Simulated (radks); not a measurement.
Question: Yb10+, configuration [Kr] 4d10 4f12 5s2. Calculated with a radial shooting solver on a logarithmic mesh with Libxc functionals: scalar-relativistic Kohn-Sham, SCAN, spin-polarised, spherical densities, finite nucleus; open shells are filled with parallel spins first (spin-orbit coupling, left out, can overturn this in heavy ions); meta-GGA in the generalised Kohn-Sham scheme; Fermi nuclear charge, rms radius 5.3108 fm. Some entries of the table are withheld. Estimate them.

| orbital | occ. | eigenvalue (eV) | <r^2> (bohr^2) |
|---|---|---|---|
| 1s down | 1 | -61491.80 | 0.0005300 |
| 1s up | 1 | -61491.79 | 0.0005300 |
| 2s up | 1 | -10590.63 | 0.008203 |
| 2s down | 1 | -10590.58 | 0.008203 |
| 2p up | 3 | -9351.651 | 0.006713 |
| 2p down | 3 | -9351.611 | 0.006713 |
| 3s up | 1 | -2534.705 | 0.05355 |
| 3s down | 1 | -2533.492 | 0.05351 |
| 3p up | 3 | -2158.651 | 0.05413 |
| 3p down | 3 | -2157.384 | 0.05409 |
| 3d up | 5 | -1700.445 | 0.04515 |
| 3d down | 5 | -1699.411 | 0.04510 |
| 4s up | 1 | -645.1039 | 0.2674 |
| 4s down | 1 | -642.4723 | 0.2676 |
| 4p up | 3 | -520.8019 | 0.3026 |
| 4p down | 3 | -518.2093 | 0.3030 |
| 4d up | 5 | -356.4001 | (1) |
| 4d down | 5 | -353.8187 | (2) |
| 5s up | 1 | -212.2790 | 1.297 |
| 5s down | 1 | -210.9390 | 1.306 |
| 4f up | 7 | -174.4156 | 0.5093 |
| 4f down | 5 | -171.8875 | 0.5164 |

Answer: 
(1) 4d up <r^2> (bohr^2): 0.3551
(2) 4d down <r^2> (bohr^2): 0.3560
